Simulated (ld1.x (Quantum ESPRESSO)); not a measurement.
**Before and after: PAW potential for oxygen (O)**

ld1.x (Quantum ESPRESSO) 7.5 input, shortened:

```
&input
   title='O', zed=8., rel=1, dft='PZ', iswitch=3,
   config='[He] 2s1 2p5'
 /
 &inputp
   pseudotype=3, lpaw=.true., tm=.true., lloc=-2, rcloc=0.80,
   nlcc=.true., rcore=0.70,
   which_augfun='PSQ', rmatch_augfun=0.60
 /
4
2S  1  0   1.00   0.00  0.95  1.05  0.0
2S  1  0   0.00   2.80  0.95  1.05  0.0
2P  2  1   5.00   0.00  0.80  1.10  0.0
2P  2  1   0.00  -0.35  0.80  1.10  0.0
 &test
   configts(1)='2s1 2p5'
 /
```

All-electron outer shells of the reference configuration (LDA (PZ), scalar-relativistic, ld1.x):

| shell | level (eV) | outermost node (bohr) | outermost maximum (bohr) |
| --- | --- | --- | --- |
| 1s | -511.50 | – | 0.13 |
| 2s | -24.21 | 0.28 | 0.88 |
| 2p | -9.60 | – | 0.82 |

Change: all radii but the core radius scaled by about 1.26 (s 1.32, p 1.38 bohr, rcut 1.20/1.00); local potential all-electron potential smoothed inside 1.00 bohr (lloc = -2); augmentation PSQ, radius 0.76 bohr.

Cutoffs: the cutoffs (Ry, on a coarse ladder) from which the occupation-weighted sum of valence levels, in a spherical-Bessel basis at the reference potential, stays within 10 and 1 mRy of its value at 400 Ry; they do not see the model core or the augmentation charge, which bear on the density cutoff. Errors are all-electron minus pseudo energies relative to the spin-unpolarised reference configuration.

Problem. How do hardness, ghosts and transferability respond?

Solution. The potential gets softer (60 Ry and 100 Ry → 35 Ry and 70 Ry); of the 9 tests that both files solve, the error grows in 4 and shrinks in 1 by more than 15 % and 0.3 meV (median size 1.0 → 1.3 meV); neither file shows a bound ghost. A larger radius leaves more room for a smooth pseudo-wave, so fewer plane waves are needed.

| quantity | base | changed |
| --- | --- | --- |
| cutoff, loose | 60 Ry | 35 Ry |
| cutoff, tight | 100 Ry | 70 Ry |
| loose cutoff by channel (10 mRy a level) | s 18 Ry, p 50 Ry | s 18 Ry, p 30 Ry |
| bound ghosts | none | none |
| error for 2s2 2p4, meV [ΔE -14.58 eV] | -0.3 | -0.4 |
| error for 2s2 2p3, meV [ΔE 2.00 eV] | -1.0 | -5.7 |
| error for 2s2 2p2, meV [ΔE 35.71 eV] | -3.2 | -32 |
| error for 2s2 2p1, meV [ΔE 89.67 eV] | -8.9 | -70 |
| error for 2s2 2p3.5, meV [ΔE -8.22 eV] | -0.6 | -1.6 |
| error for 2s2 2p4.3, meV [ΔE -16.76 eV] | 0.0 | -0.1 |
| error for 2s0 2p6, meV [ΔE 14.64 eV] | -0.6 | -0.8 |
| error for 2s1 2p5 (spin-polarised), meV [ΔE -1.56 eV] | -1.2 | -0.7 |
| error for 2s2 2p4 (spin-polarised), meV [ΔE -15.99 eV] | -1.5 | -1.3 |
| lowest overlap eigenvalue by channel | s 0.55, p 0.97 | s 0.56, p 0.93 |
